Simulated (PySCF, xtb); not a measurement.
CHCl2, SMILES Cl[CH]Cl (connectivity only; charge and spin as stated), charge +1, multiplicity 1.

xtb with GFN2-xTB at its own geometry gives an orbital gap of 2.52 eV.

The structure is a stationary point at r2SCAN-D4/def2-TZVP. The spin state was assumed, not searched. The isomer is the one that the SMILES or the coordinates give; other isomers of the formula were not compared.

Task: What does PBE0/def2-TZVPD (PySCF) give? (The exact figures need the calculation; the answer reports its results.)

Result: gap 5.94 eV (levels -16.39 and -10.45 eV).
